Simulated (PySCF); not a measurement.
A run for PySCF: R-HF/3-21G on FH7Si2 (a complex), monomers drawn apart or pushed together.

```python
from pyscf import gto, scf, dft, mp
from pyscf.data.elements import chemcore

mol = gto.M(
    atom='''
    F     1.45958480    0.31951535   -0.17441569
    H     1.34353286    0.29973948    0.74874191
    Si   -0.98094020   -0.31732308    6.49994570
    Si   -0.95176072   -0.31645625    4.15629459
    H    -2.32866038   -0.70423182    6.97979636
    H    -0.65362301    1.03571442    7.00763551
    H     0.01542378   -1.28562808    7.01495556
    H    -1.24165011   -1.65891923    3.60352942
    H     0.41554929    0.07371580    3.69997768
    H    -1.90723440    0.66585970    3.59600030
    ''',
    basis='3-21g',
    charge=0, spin=0, verbose=3, max_memory=1800)
mf = scf.RHF(mol)
mf.conv_tol = 1e-8
mf.max_cycle = 100
mf.kernel()
if not mf.converged:
    mf = mf.newton().run(mf.mo_coeff, mf.mo_occ)
```

It printed:

```
converged SCF energy = -677.701513642854
```

The run converged.

Cost: very roughly 0.12 core-seconds.
